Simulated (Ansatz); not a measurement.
Two isomers of CH5BFNO: A = `OCNBF`, B = `BNC(O)F`.

Program: Ansatz. Geometries: PBE0-D4/def2-TZVP. ΔE: electronic, gas phase. CBS: MP2 limit from def2 TZ/QZ plus the TZ coupled-cluster correction, frozen cores. DFT in def2-TZVPP. B3LYP here is the variant with VWN-RPA as its local correlation; programs differ in this. One conformer a species, not always the lowest.

A:

Z-matrix (Å, degrees):
```
C
N 1 1.422
O 1 1.413 2 108.8
H 1 1.096 2 107.9 3 120.9
H 1 1.098 2 110.3 3 -120.8
B 2 1.393 1 125.1 3 -106.4
H 2 1.010 1 114.8 3 67.3
H 3 0.961 1 108.6 2 -168.2
F 6 1.336 2 119.1 1 177.3
H 6 1.196 2 121.5 1 -3.8
```

B:

```xyz
10

B    -0.287    0.224   -1.590
N    -0.479    0.221   -0.213
C     0.539    0.034    0.765
O     0.492   -1.167    1.422
F     0.418    1.055    1.689
H    -1.233    0.382   -2.301
H     0.820    0.068   -2.013
H    -1.393    0.388    0.184
H     1.521    0.107    0.297
H    -0.397   -1.312    1.762
```

(1) Which is lower in electronic energy at CCSD(T)/CBS, and by how much? (Estimate.)

(2) Give E(B) − E(A) in kJ/mol with CCSD(T)/def2-TZVPP, CCSD/def2-TZVPP, r2SCAN-D4, HF/def2-TZVPP, PBE-D4, B3LYP-D4, ωB97M-V. (An estimate is asked.)

Largest T1 diagnostic: 0.013.

Answers

(1) Computed: A, by 161.1 kJ/mol.

(2) The calculation gave: CCSD(T)/def2-TZVPP 158.1, CCSD/def2-TZVPP 160.1, r2SCAN-D4 154.9, HF/def2-TZVPP 160.7, PBE-D4 151.3, B3LYP-D4 157.8, ωB97M-V 154.6. None reverses the order clearly.

From PBE to PBE0 (25 % exact exchange), in def2-TZVPP and without D4, E(B) − E(A) moves by +3.3 kJ/mol.
